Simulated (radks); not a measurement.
The table gives one normalised radial function P(r) = r R(r) of Rh41+ in [He] 2s2 (r in bohr). All-electron calculation, scalar-relativistic Kohn-Sham, exchange-only LDA, spin-polarised, spherical densities, point nucleus. Program: a radial shooting solver on a logarithmic mesh with Libxc functionals.

r	P
0.001227	0.8240
0.001637	1.0619
0.002165	1.3509
0.002888	1.7166
0.003852	2.1577
0.005097	2.6582
0.006798	3.2327
0.009067	3.8328
0.01209	4.3932
0.016	4.8051
0.02134	4.9685
0.02846	4.7470
0.03766	4.1067
0.05023	3.0844
0.067	1.9259
0.08936	0.9405
0.1182	0.3427
0.1577	0.0791
0.2103	0.0103
0.2783	0.0007
0.3712	0.0000

Which n and l does it have? It may be an empty orbital.

Answer. n = 1, l = 0: the number of nodes gives n - l - 1 = 0, the rise at small r (about r^(l+1), flatter next to the nucleus through relativity) gives l, and the extent must fit the shell. The curve is that of 1s. 1s: eigenvalue -26705 eV, 0 radial nodes, <r> = 0.0325 bohr, 90 % of the charge inside 0.0582 bohr.
